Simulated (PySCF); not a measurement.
**`[H]/N=C(/C)CC(F)=C(F)F`: 4 charge schemes on one density**

Species: C₅H₆F₃N.
Structure used (GFN2-xTB), in Å, numbered top down from 1:
```
atom  x, y, z in Å
C1    -1.9982    0.4397   -0.3773
C2    -0.9355   -0.0270    0.5582
N3    -0.9538    0.3313    1.7563
C4     0.1451   -0.9171   -0.0741
C5     1.1929   -0.0484   -0.6827
F6     0.8971    0.4699   -1.8911
C7     2.3422    0.2910   -0.1099
F8     3.2709    1.0850   -0.6203
F9     2.7150   -0.1739    1.0802
H10   -1.5491    0.9316   -1.2383
H11   -2.5738   -0.4109   -0.7394
H12   -2.6607    1.1301    0.1347
H13   -0.1992   -0.0072    2.3479
H14   -0.2982   -1.5361   -0.8550
H15    0.6008   -1.5501    0.6888
```

Density: PBE0/pcSseg-1 (PySCF); schemes: Mulliken, IAO, Hirshfeld and ESP-fitted. The structure is a single GFN2-xTB conformer in the gas phase; no vibrational or solvent corrections.

Problem. Tabulate the Mulliken, IAO, Hirshfeld and ESP-fitted charges.

Solution. In e; atoms taken as equivalent share a row and are averaged (×n: the atom named and its like, n in all):

```tsv
atom	environment	Mulliken	IAO	Hirshfeld	ESP-fitted
C1	methyl carbon	-0.194	-0.446	-0.123	-0.536
C2	imine carbon	-0.093	+0.201	+0.100	+0.713
N3	imine nitrogen	-0.310	-0.445	-0.238	-0.814
C4	allylic carbon	-0.169	-0.322	-0.082	-0.539
C5	vinylic C–F carbon	+0.093	+0.193	+0.045	+0.088
F6	vinyl fluorine	-0.268	-0.263	-0.073	-0.151
C7	=CF2 carbon	+0.557	+0.498	+0.142	+0.324
F8	vinyl fluorine	-0.235	-0.230	-0.065	-0.133
F9	vinyl fluorine	-0.246	-0.247	-0.064	-0.143
H10/H11/H12	methyl hydrogen	+0.135	+0.161	+0.048	+0.151
H13	N–H hydrogen	+0.158	+0.244	+0.105	+0.376
H14/H15	methylene hydrogen	+0.152	+0.168	+0.054	+0.181
```

Mean size of the charges over all atoms: ESP-fitted 0.309 e, IAO 0.260 e, Mulliken 0.202 e, Hirshfeld 0.086 e. Each set sums to the total charge, 0, to within 0.001 e. The IAO scheme counts the electrons in orthogonalised intrinsic atomic orbitals, a minimal basis polarised so that it spans the occupied orbitals exactly. The Mulliken scheme gives each basis function's population to the atom it is centred on and halves the overlap population of two atoms between them.

Some averages cover members that differ in this geometry: H14/H15, ESP-fitted +0.160 to +0.203 e.

Lowest charge. The schemes don't all agree: Mulliken N3 (-0.310); IAO C1 (-0.446); Hirshfeld N3 (-0.238); ESP-fitted N3 (-0.814).

Highest charge. The schemes don't all agree: Mulliken C7 (+0.557); IAO C7 (+0.498); Hirshfeld C7 (+0.142); ESP-fitted C2 (+0.713).

Problem. How closely do the schemes follow one another over all atoms?

Solution. Correlation coefficient and root-mean-square difference: IAO with Hirshfeld 0.96, 0.190 e; Hirshfeld with ESP-fitted 0.94, 0.292 e; Mulliken with IAO 0.91, 0.120 e; IAO with ESP-fitted 0.88, 0.191 e; Mulliken with Hirshfeld 0.84, 0.158 e; Mulliken with ESP-fitted 0.64, 0.294 e.

Problem. How many electrons does the IAO scheme count on C5?

Solution. Z − q = 6 − (+0.193) ≈ 5.808.
